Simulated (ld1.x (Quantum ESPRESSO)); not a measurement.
## Which change was made? (Ca, TM)

```
Element                 : calcium (Ca)
Generator               : ld1.x (Quantum ESPRESSO) 7.5
Type                    : norm-conserving Troullier–Martins (Kleinman–Bylander form)
Functional              : BLYP
Relativity              : scalar-relativistic
Frozen core             : [Ne]
Valence charge          : 10
Reference configuration : 3s2 3p6 3d0 4s1.5 4p0 (charge +0.5)
Partial waves           : 3s (bound): rc 1.90 bohr; 3p (bound): rc 1.45 bohr; 3d (bound, empty): rc 1.55 bohr
Local potential         : all-electron potential smoothed inside 1.70 bohr (lloc = -2)
Core correction         : none
```

Occupied shells without a wave of their own: 4s. They enter only through the test configuration that unscreens the potential.

Cutoffs, loose and tight: the cutoffs (Ry, on a coarse ladder) from which the occupation-weighted sum of valence levels, in a spherical-Bessel basis at the reference potential, stays within 10 and 1 mRy of its value at 400 Ry. They do not see the model core or the augmentation charge, which bear on the density cutoff. Test errors are all-electron minus pseudo excitation energies from the reference, over the configurations 3s2 3p6 3d0 4s2 4p0; 3s2 3p6 3d0 4s1 4p0; 3s2 3p6 3d0 4s0 4p0; 3s1 3p6 3d0 4s2 4p0; 3s2 3p5 3d0 4s2 4p0; 3s2 3p6 3d1 4s1 4p0; 3s2 3p6 3d1 4s0 4p0; variants that change the core or the reference have their own tests.

The base gives: outcome: generated, misses its reference levels by 0.57 eV; cutoff, loose: 30 Ry; cutoff, tight: 60 Ry; bound ghosts: none; largest test error (meV): -1422.

(1) After one change the result is: outcome: generated, misses its reference levels by 0.25 eV; cutoff, loose: 30 Ry; cutoff, tight: 60 Ry; bound ghosts: none; largest test error (meV): -625. Which change was it?
A. core [Ar], valence charge 2; reference 3d0.5 4s1.5 4p0; waves now 4s (bound): rc 2.95 bohr; 4p (bound): rc 4.20 bohr; 3d (bound): rc 2.50 bohr; local potential all-electron potential smoothed inside 2.85 bohr (lloc = -2); core correction a·sin(br)/r model core inside 2.50 bohr
B. local potential the s channel
C. local potential all-electron potential smoothed inside 1.20 bohr (lloc = -2)

Results:

(1) C. The others give: core [Ar], valence charge 2; reference 3d0.5 4s1.5 4p0; waves now 4s (bound): rc 2.95 bohr; 4p (bound): rc 4.20 bohr; 3d (bound): rc 2.50 bohr; local potential all-electron potential smoothed inside 2.85 bohr (lloc = -2); core correction a·sin(br)/r model core inside 2.50 bohr → outcome: generated; cutoff, loose: 25 Ry; cutoff, tight: 35 Ry; bound ghosts: none; largest test error (meV): +23 | local potential the s channel → outcome: generated, misses its reference levels by 0.62 eV; cutoff, loose: 30 Ry; cutoff, tight: 60 Ry; bound ghosts: none; largest test error (meV): -1533.
